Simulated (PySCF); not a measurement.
Where the electron goes

Compound: C4H7B.
Cartesian coordinates in Å at the PBE0-D3(BJ)/def2-SVP level; atoms count from 1:
```xyz
12
C4H7B angstrom
C      2.1479   -0.1516   -0.2668
B      0.8585    0.3076   -1.0254
C     -0.5361    0.1862   -0.4513
C     -1.6667    0.0776    0.0032
C     -3.0050   -0.0575    0.5425
H      2.7793   -0.7754   -0.9226
H      2.7572    0.7497   -0.0654
H      1.9731   -0.6739    0.6834
H      0.9736    0.8040   -2.1276
H     -3.2994   -1.1192    0.5653
H     -3.7487    0.4887   -0.0584
H     -3.0520    0.3162    1.5777
```

Method used: TDDFT PBE0/def2-SVPD, vertical, gas phase, core orbitals frozen in the response in PySCF 2.14.0, density-fitted response routines.

Frontier orbitals with the atoms that hold most of them (Löwdin shares over 4%, at most four atoms; ? is withheld):

```tsv
orbital	ε (eV)	atoms
LUMO+2	0.87	C5 24%, H11 14%, C4 14%, B2 10%
LUMO+1	0.54	B2 29%, C5 18%, C4 15%, C3 7%
LUMO	-1.57	B2 37%, C4 18%, C3 18%, C1 9%
HOMO	?	?
HOMO-1	-8.01	?
HOMO-2	-9.45	B2 28%, H9 21%, C1 20%, C3 11%
HOMO-3	-9.99	C1 38%, B2 26%, C3 13%, H6 8%
```

(1) Give the leading atoms of the HOMO-1.

(2) Give the leading atoms of the HOMO.

(3) What is the HOMO energy, and the HOMO–LUMO gap?

Answers

(1) C3 (bonded to B and C) 41%; C4 (bonded to 2 C) 35%; B2 (bonded to 2 C and H) 9%; C5 (bonded to C and 3 H) 7%. By element: carbon 83% or more, boron 9%.

(2) C4 (bonded to 2 C) 36%; C3 (bonded to B and C) 32%; B2 (bonded to 2 C and H) 8%; C5 (bonded to C and 3 H) 7%. By element: carbon 76% or more, boron 8%.

(3) ε(HOMO) = -7.32 eV; the gap is 5.75 eV (0.2114 hartree).

Q: How does S1 compare with the orbital gap of 5.75 eV?

A: S1 is at 3.98 eV (f = 0.0000), 1.77 eV below the gap, made of HOMO→LUMO (99%). Without the coupling terms of the response equations the lowest excitation would equal the gap.

Q: Give energy, strength and leading configuration of S1, S2, S3 and S5, and follow the Löwdin shares of the leading atoms from the occupied to the empty orbital.

A: 
- S1 (3.98 eV, f 0.0000), HOMO→LUMO (99%): C4 36% → 18%, C3 32% → 18%, B2 8% → 37%
- S2 (5.44 eV, f 0.138), HOMO-1→LUMO (83%): C3 41% → 18%, C4 35% → 18%, B2 9% → 37%
- S3 (6.15 eV, f 0.0029), HOMO-2→LUMO (96%): B2 28% → 37%, H9 21% → at most 10%, C4 at most 12% → 18%
- S5 (6.76 eV, f 0.030), HOMO→LUMO+1 (87%): C4 36% → 15%, C3 32% → 7%, B2 8% → 29%, C5 7% → 18%

Löwdin shares depend on the basis, the more so with diffuse functions.

Hardware: one thread, Arm Neoverse N1 (aarch64), shared host with 64 logical CPUs at a one-minute load of 49. Cost: 79 s wall, 0.67 GiB resident at most.
